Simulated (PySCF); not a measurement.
SMILES [SiH]([SiH3])([SiH3])[SiH3] at its CAM-B3LYP/def2-SVP optimised geometry (Å):

```
14

Si    -0.5316     1.2589     3.8518
Si    -1.2670     0.1867     1.8970
Si    -0.5394    -2.0453     1.8697
Si    -0.4786     1.3232     0.0000
H     -1.0324     0.5463     5.0607
H      0.9583     1.2668     3.8881
H     -1.0153     2.6676     3.8902
H     -2.7608     0.2023     1.8767
H     -1.0566    -2.7794     3.0586
H      0.9501    -2.0867     1.8965
H     -1.0117    -2.7353     0.6366
H     -0.9537     0.6569    -1.2451
H     -0.9537     2.7353     0.0000
H      1.0117     1.3232     0.0000
```

Computed with CAM-B3LYP/def2-TZVP in PySCF. Cells within 0.4 Å of a nucleus heavier than hydrogen are left out (blank, or x).

Map of the log10 of the electron density (e/bohr³), floored at −4 on the plane z = 0.0 Å:

```
|00000000000000000000000000000|
|00000000000000000000000000000|
|00000000012222100000000000000|
|00000000123443210000000000000|
|00000001245555432100000000000|
|00000002356776543210000000000|
|00000012467987654322100000000|
|00000013467998665543200000000|
|00000013467888776654310000000|
|00000013467899888875420000000|
|000000234578xx989976421000000|
|000001234578xx988875421000000|
|00000123456788777765320000000|
|00000123456777666554210000000|
|00000123445666554432100000000|
|00000112344554433221000000000|
|00000012233444322110000000000|
|00000001233333321100000000000|
|00000001233443322100000000000|
|00000001234554332110000000000|
|00000002345655432210000000000|
|00000002356665432110000000000|
|00000002356665432100000000000|
|00000001345555432100000000000|
|00000001234444321000000000000|
|00000000123332210000000000000|
|00000000011211100000000000000|
|00000000000000000000000000000|
|00000000000000000000000000000|
```
Scale: ten equal steps from -4.00 (start of '0') to -0.435 (end of '9'), in the order '0123456789'; x runs from -5.00 to 5.00, y from -5.00 (bottom) to 5.00 (top).
